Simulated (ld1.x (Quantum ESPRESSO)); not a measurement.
# Transferability test, PAW potential for oxygen

```
Element                 : O (Z = 8)
Generator               : ld1.x (Quantum ESPRESSO) 7.5
Type                    : PAW
Functional              : PW91
Relativity              : scalar-relativistic
Frozen core             : [He]
Valence charge          : 6
Reference configuration : 2s2 2p4
Partial waves           : 2s (bound): rcut 0.80, rcutus 1.10 bohr; 2s channel at -0.75 Ry: rcut 0.80, rcutus 1.10 bohr; 2p (bound): rcut 1.05, rcutus 1.45 bohr; 2p channel at 0.75 Ry: rcut 1.05, rcutus 1.45 bohr
Local potential         : all-electron potential smoothed inside 1.05 bohr (lloc = -1)
Core correction         : a·sin(br)/r model core, default radius (core density twice the valence density)
Augmentation charge     : PSQ, inside the norm-conserving radii
```

Energies are relative to the spin-unpolarised reference configuration 2s2 2p4; without spin polarisation the order of configurations can differ from experiment.

Problem. Give the all-electron excitation energy and the error of the potential for: 2s2 2p3; 2s2 2p2; 2s2 2p1; 2s0 2p6; 2s2 2p3.5; 2s2 2p4.3; 2s1 2p5.

Solution.

| valence configuration | charge | ΔE all-electron (eV) | error AE − PS (meV) |
| --- | --- | --- | --- |
| 2s2 2p3 | +1 | 16.524 | -0.9 |
| 2s2 2p2 | +2 | 50.225 | -2.3 |
| 2s2 2p1 | +3 | 104.230 | +0.2 |
| 2s0 2p6 | 0 | 29.868 | -2.0 |
| 2s2 2p3.5 | +0.5 | 6.329 | -0.4 |
| 2s2 2p4.3 | -0.3 | -2.145 | +0.2 |
| 2s1 2p5 | 0 | 14.915 | -0.6 |
